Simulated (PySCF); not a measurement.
Compound: C₄H₅N₂O (doublet state).
Structure used (GFN2-xTB), in Å, numbered top down from 1:
```xyz
12
C4H5N2O angstrom
O      2.558    0.037    0.449
C      1.527   -0.690   -0.065
C      0.205   -0.274   -0.095
C     -0.909   -1.006   -0.623
N     -2.028   -0.337   -0.502
N     -1.712    0.814    0.087
C     -0.390    0.918    0.358
H      2.222    0.877    0.782
H      1.835   -1.643   -0.455
H     -0.893   -1.978   -1.072
H     -2.432    1.492    0.279
H      0.018    1.789    0.832
```

The hyperfine couplings belong to this conformer and change with its torsions.

As a line formula: `c1([CH]O)c[nH]nc1` [radical].

Method: PySCF 2.14.0, UKS B3LYP, pcH-1 on C H N O, non-relativistic, mean-field spin-orbit, GIAO. One conformer (not necessarily the lowest) at the GFN2-xTB geometry, without solvent, vibrations or thermal averaging. The geometry wasn't refined by DFT: couplings that depend on bond lengths, twists or pyramidal angles can differ widely from those at the functional's own minimum. Stability of the SCF solution: not tested.

Largest spin populations (Mulliken): C2 (+0.68), C7 (+0.32), C3 (-0.17) and C4 (+0.14). The positive populations add up to 1.29 and the negative ones to -0.29, together 2S = 1. The angles at C2 add up to 360.0°, so it is planar; its axial dipolar tensor and the negative coupling of its proton fit spin in a p orbital normal to that plane.

Task: Test a(H) = Q·ρ(C) for the protons on planar carbons with a spin population beyond ±0.08.

Result: 
| H | C | ρ(C) | a(H) (G) | a/ρ (G) |
| --- | --- | --- | --- | --- |
| H9 | C2 | +0.682 | -17.90 | -26.2 |
| H10 | C4 | +0.136 | -3.35 | -24.7 |
| H12 | C7 | +0.324 | -7.79 | -24.0 |

A least-squares line through the origin gives Q = -25.8 G with Mulliken populations.

Task: Leave H9 and its like out of the fit. How well does the relation then predict its coupling?

Result: The other protons give Q = -24.1 G, so a = -24.1 × 0.682 ≈ -16.45 G, against the computed -17.90 G.

Couplings in gauss use g_iso = 2.0029.
